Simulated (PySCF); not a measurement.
C3H12GaOSi (charge -1).
Cartesian coordinates in Å at the GFN2-xTB level; atoms count from 1:
```
atom  x, y, z in Å
C1    -0.445   -1.335    1.526
Si2   -0.362   -0.039    0.114
C3    -1.476   -0.681   -1.310
C4    -1.165    1.571    0.778
O5     1.130    0.207   -0.373
Ga6    2.866    0.415   -0.927
H7    -1.469   -1.547    1.825
H8     0.094   -0.987    2.403
H9     0.013   -2.270    1.216
H10   -1.120   -1.639   -1.678
H11   -2.507   -0.808   -0.989
H12   -1.469    0.011   -2.147
H13   -1.209    2.330    0.002
H14   -2.178    1.400    1.135
H15   -0.586    1.981    1.600
H16    2.816    1.207   -2.271
H17    3.455   -1.019   -1.113
H18    3.605    1.209    0.195
```

PySCF, density fitting, gas phase, GFN2-xTB geometry. The standard run uses grid level 2 after a coarse-grid start, the def2-universal JK fitting basis (with tight functions added where the orbital basis needs them), an energy threshold of 1e-9 Eh and DIIS. The changed runs have no coarse-grid stage.

Q: Standard PBE0/6-31G*: E = -2410.319521 Eh, HOMO -2.138 eV, LUMO 5.146 eV, 12 cycles (coarse-grid cycles included). What changes at PBE0/6-31G* with: fitting basis def2-universal-jkfit?

A: E = -2410.319548 Eh (-0.027 mEh), HOMO -2.138 eV (0.000), LUMO 5.146 eV (0.000), 10 SCF cycles. Of the changed settings only the fitting basis enters the energy expression; the total energy moves by 0.02 kcal/mol.

The cycles:
```
cycle   1  E = -2410.0957864512  dE = -2.784e-01  |g| = 1.039e+00  |ddm| = 3.630e+00
cycle   2  E = -2409.6628585272  dE =  4.329e-01  |g| = 1.783e+00  |ddm| = 2.866e+00
cycle   3  E = -2410.3015285204  dE = -6.387e-01  |g| = 2.896e-01  |ddm| = 2.177e+00
cycle   4  E = -2410.3188516126  dE = -1.732e-02  |g| = 5.865e-02  |ddm| = 2.742e-01
cycle   5  E = -2410.3195162300  dE = -6.646e-04  |g| = 1.474e-02  |ddm| = 5.665e-02
cycle   6  E = -2410.3195456540  dE = -2.942e-05  |g| = 3.687e-03  |ddm| = 1.238e-02
cycle   7  E = -2410.3195482043  dE = -2.550e-06  |g| = 4.310e-04  |ddm| = 3.276e-03
cycle   8  E = -2410.3195482610  dE = -5.670e-08  |g| = 1.400e-04  |ddm| = 8.223e-04
cycle   9  E = -2410.3195482664  dE = -5.392e-09  |g| = 2.704e-05  |ddm| = 1.953e-04
cycle  10  E = -2410.3195482667  dE = -2.137e-10  |g| = 5.660e-06  |ddm| = 4.225e-05
```
